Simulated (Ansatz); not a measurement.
C₁₈H₂₂, a cluster. The state is a singlet with charge 0. Geometry PBE-D4/def2-SVP.

```xyz
40

C     4.223    3.130   -4.172
C     4.275    1.596   -4.252
C     3.310    0.929   -3.297
C     1.985    0.644   -3.682
C     1.077    0.070   -2.783
C     1.459   -0.242   -1.463
C     0.466   -0.813   -0.479
C    -0.301    0.282    0.303
C    -1.292   -0.293    1.286
C    -0.907   -0.614    2.603
C    -1.810   -1.203    3.498
C    -3.132   -1.498    3.110
C    -4.123   -2.080    4.093
C    -4.888   -1.001    4.875
C    -3.517   -1.176    1.793
C    -2.614   -0.587    0.898
C     2.783    0.045   -1.077
C     3.691    0.619   -1.977
H     3.207    3.506   -4.413
H     4.938    3.597   -4.880
H     4.471    3.484   -3.151
H     4.050    1.272   -5.291
H     5.308    1.250   -4.035
H     1.662    0.869   -4.712
H     0.049   -0.152   -3.113
H     0.986   -1.471    0.250
H    -0.270   -1.454   -1.007
H     0.436    0.923    0.832
H    -0.822    0.939   -0.425
H     0.123   -0.396    2.932
H    -1.482   -1.442    4.523
H    -4.846   -2.725    3.549
H    -3.588   -2.743    4.806
H    -5.455   -0.339    4.188
H    -4.192   -0.358    5.451
H    -5.608   -1.452    5.588
H    -4.546   -1.394    1.464
H    -2.941   -0.347   -0.127
H     3.111   -0.198   -0.053
H     4.724    0.823   -1.651
```

Single mean-field runs in def2-TZVP are fitted with def2-universal-jkfit.

Problem. Estimate the orbital energies around the gap (eV) in Ansatz with PBE-D4/def2-SVP, r2SCAN-D4/def2-TZVP, PBE0-D4/def2-SVP, PBE0-D4/def2-TZVP, ωB97X-V/def2-TZVP.

Solution. 
```tsv
orbital	PBE-D4/def2-SVP	r2SCAN-D4/def2-TZVP	PBE0-D4/def2-SVP	PBE0-D4/def2-TZVP	ωB97X-V/def2-TZVP
HOMO−5	-7.64	-7.97	-9.10	-9.10	-11.54
HOMO−4	-7.63	-7.93	-9.09	-9.05	-11.46
HOMO−3	-6.08	-6.33	-7.12	-7.13	-9.32
HOMO−2	-6.07	-6.31	-7.11	-7.12	-9.30
HOMO−1	-5.83	-6.04	-6.83	-6.83	-8.96
HOMO	-5.56	-5.75	-6.53	-6.53	-8.62
LUMO	-1.10	-1.04	-0.23	-0.33	1.70
LUMO+1	-0.99	-0.96	-0.10	-0.22	1.84
LUMO+2	-0.98	-0.94	-0.08	-0.20	1.86
LUMO+3	-0.77	-0.69	0.13	0.03	2.09
LUMO+4	0.96	1.13	1.81	1.19	2.97
LUMO+5	1.13	1.33	1.99	1.36	3.18
```
